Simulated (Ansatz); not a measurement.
A run of Ansatz (development build ahead of 0.2.0) on singlet CuH at this shape:

```xyz
2

Cu   -0.0504   -0.0244   -0.0374
H    -0.0563   -0.0062    1.6924
```

Its results:

- Converged: yes
- Total energy: -1639.23468 hartree
- Spin squared of the determinant: 0.000

Q: Which input gives this output? Name the method, the orbitals and the basis set, and write the input.

A: RHF in def2-SVP. An unrestricted run that stays on the closed shell gives the same numbers.

```yaml
crystal:
  periodic: [false, false, false]
  atoms:
    - { symbol: Cu, position_ang: [-0.05037, -0.02438, -0.0374] }
    - { symbol: H, position_ang: [-0.05626, -0.00623, 1.69241] }
basis:
  gaussian: { orbitals: def2-SVP }
hamiltonian:
  xc: hf
```
